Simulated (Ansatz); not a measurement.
Basis sets compared for Hf3O11H10, a hydroxylated oxide cluster. Charge 0, multiplicity 1. Geometry r2SCAN-D4/def2-SVP. Ansatz on 2 threads of AMD EPYC 7R13 on a shared host and a share (18 GiB) of an NVIDIA H100 80GB HBM3; times are rough, and most runs start from earlier orbitals.

```xyz
24

Hf    1.3240   -1.2203    0.3988
Hf   -0.5378    1.2492    1.3088
Hf   -1.2267   -0.3746   -1.3820
O    -0.8405    0.2951   -3.1833
O     1.7606   -2.8817    1.2973
O    -2.9106   -1.3165   -1.5867
O     0.3575   -1.8614   -1.4276
O    -1.9382    1.3929   -0.3427
O     1.2411    0.2182    2.0120
O     3.0606   -0.6475   -0.3947
O    -1.7895    1.2996    2.7905
O    -0.7013   -0.7574    0.6374
O     0.2962    3.0215    1.3344
O     0.6151    0.7754   -0.6242
H    -0.3735    0.7828   -3.8630
H     1.8308   -3.7025    1.7834
H    -3.7187   -1.8110   -1.7159
H     0.8308   -2.0563   -2.2469
H    -2.8753    1.5935   -0.2238
H     2.0065    0.7142    2.3309
H     3.9369   -1.0444   -0.3738
H    -2.3931    1.2127    3.5273
H     0.8320    3.7678    1.0625
H     1.2132    1.3505   -1.1188
```

In the def2 sets Hf takes a core potential; there is no spin–orbit coupling. Single mean-field runs in def2-TZVP are fitted with def2-universal-jkfit.

Binding counts from free atoms (Hf triplet, O triplet, H doublet) in the same basis, without a counterpoise term.

| level | functions | energy (Eh) | HOMO (eV) | LUMO (eV) | binding per atom (eV) | wall time |
| --- | --- | --- | --- | --- | --- | --- |
| PBE-D4/def2-SVP | 300 | -977.0274 | -6.21 | -0.64 | 4.96 | 4.1 s |
| PBE0-D4/def2-SVP | 300 | -976.9130 | -7.89 | 0.11 | 4.79 | 3.4 s |

Problem. Estimate the rows for PBE-D4/def2-TZVP (with forces), PBE0-D4/def2-TZVP.

Solution. 
| level | functions | energy (Eh) | HOMO (eV) | LUMO (eV) | binding per atom (eV) | wall time |
| --- | --- | --- | --- | --- | --- | --- |
| PBE-D4/def2-TZVP (with forces) | 521 | -978.0500 | -6.36 | -0.79 | 4.91 | 4.8 s |
| PBE0-D4/def2-TZVP | 521 | -977.9349 | -8.01 | -0.03 | 4.75 | 3.5 s |
